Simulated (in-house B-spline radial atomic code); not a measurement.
Whole-atom quantities along the 34-electron series, configuration [Ar] 3d10 4s2 4p4. Breit and QED terms are first order and not part of the total energy; the density at the nucleus is averaged over the nuclear charge. Computed with a B-spline radial code for spherical atoms: Dirac-Hartree-Fock, average of the configuration, finite nuclei.

```csv
ion,Z,E/Z² (Eh),Σ<r²> (bohr²),n(0)/Z³ (bohr⁻³),Lamb diamagnetic shielding (ppm),repulsion over attraction,Breit energy (eV),self-energy (eV),vacuum polarisation (eV),Dirac less non-relativistic energy (Eh)
Te18+,52,-2.4647,5.4746,1.5528,5320.22,0.11967,135.38,104.55,-13.743,-181.94
I19+,53,-2.4806,5.1459,1.5996,5451.85,0.11768,144.4,111.89,-14.926,-197.75
Xe20+,54,-2.4962,4.8463,1.6468,5584.35,0.11575,153.84,119.61,-16.192,-214.6
Cs21+,55,-2.5115,4.5724,1.6971,5717.77,0.11386,163.69,127.72,-17.545,-232.55
Ba22+,56,-2.5265,4.3212,1.7488,5852.12,0.11202,173.98,136.24,-18.991,-251.67
La23+,57,-2.5413,4.0902,1.8039,5987.46,0.11023,184.72,145.2,-20.535,-271.99
Ce24+,58,-2.5558,3.8772,1.8612,6123.82,0.10847,195.91,154.59,-22.182,-293.59
Pr25+,59,?,?,?,?,?,?,?,?,?
Nd26+,60,-2.5842,3.4981,1.9848,6399.74,0.10509,219.7,174.79,-25.811,-340.83
Pm27+,61,?,?,?,?,?,?,?,?,?
Sm28+,62,-2.6119,3.1715,2.1069,6680.14,0.10187,245.45,196.98,-29.925,-393.84
Eu29+,63,-2.6254,3.0248,2.1775,6822.16,0.10032,259.1,208.86,-32.186,-422.7
Gd30+,64,-2.6388,2.8879,2.2496,6965.44,0.098795,273.27,221.31,-34.591,-453.21
Tb31+,65,?,?,?,?,?,?,?,?,?
Dy32+,66,-2.6652,2.6401,2.4071,7255.97,0.095855,303.25,247.96,-39.873,-519.49
Ho33+,67,-2.6782,2.5276,2.4985,7403.34,0.094432,319.09,262.22,-42.773,-555.43
Er34+,68,-2.6912,2.422,2.5849,7552.14,0.093042,335.51,277.12,-45.849,-593.3
```

Q: Fill in the row of Pr25+.

A: E/Z² (Eh): -2.5701; Σ<r²> (bohr²): 3.6804; n(0)/Z³ (bohr⁻³): 1.9219; Lamb diamagnetic shielding (ppm): 6261.23; repulsion over attraction: 0.10676; Breit energy (eV): 207.56; self-energy (eV): 164.45; vacuum polarisation (eV): -23.938; Dirac less non-relativistic energy (Eh): -316.51.

Q: Fill in the row of Pm27+.

A: E/Z² (Eh): -2.5981; Σ<r²> (bohr²): 3.3289; n(0)/Z³ (bohr⁻³): 2.048; Lamb diamagnetic shielding (ppm): 6539.37; repulsion over attraction: 0.10346; Breit energy (eV): 232.32; self-energy (eV): 185.62; vacuum polarisation (eV): -27.805; Dirac less non-relativistic energy (Eh): -366.58.

Q: Fill in the row of Tb31+.

A: E/Z² (Eh): -2.6521; Σ<r²> (bohr²): 2.7599; n(0)/Z³ (bohr⁻³): 2.3421; Lamb diamagnetic shielding (ppm): 7110.09; repulsion over attraction: 0.097307; Breit energy (eV): 287.99; self-energy (eV): 234.34; vacuum polarisation (eV): -37.161; Dirac less non-relativistic energy (Eh): -485.49.

Q: With what power of Z does the column «Dirac less non-relativistic energy (Eh)» change over this range?

A: A fit of the logarithm of its size against log Z from Z = 52 to 68 has slope 4.41. An unscreened hydrogenic electron would give 4 at low Z; screening makes the apparent power larger near the neutral end, and relativity raises it again at high Z.
